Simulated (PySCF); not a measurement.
**How methods differ on the ionisation energy of Tb⁺**

Tb⁺ [Xe] 4f9 6s1 (high-spin determinant) → Tb²⁺ [Xe] 4f9 (high-spin determinant), as a difference of total energies. All numbers are calculated (PySCF 2.14, scalar relativity by spin-free X2C-1e, in cc-pVDZ-X2C). Correlated levels: valence: [Kr] 4d10 frozen. The calculations carry no spin-orbit coupling.

| method | ionisation energy (eV) |
| --- | --- |
| UHF | 10.688 |
| MP2 (valence) | 11.404 |
| SCS-MP2 (valence) | 11.240 |
| CCSD (valence) | 11.290 |
| CCSD(T) (valence) | 11.367 |

Question: How much does correlation contribute at CCSD(T) (valence)?

Answer: 11.367 − (10.688) = 0.679 eV, measured against UHF.

Errors of the correlated levels include the incompleteness of this basis and the frozen core.

The determinant of Tb⁺ and of Tb²⁺ mixes LS terms, which raises its energy above the lowest term, most at the Hartree-Fock and MP2 levels.

For comparison: 11.513 ± 0.02 eV (semi-empirical (NIST evaluation); NIST Atomic Spectra Database, ionization energies).
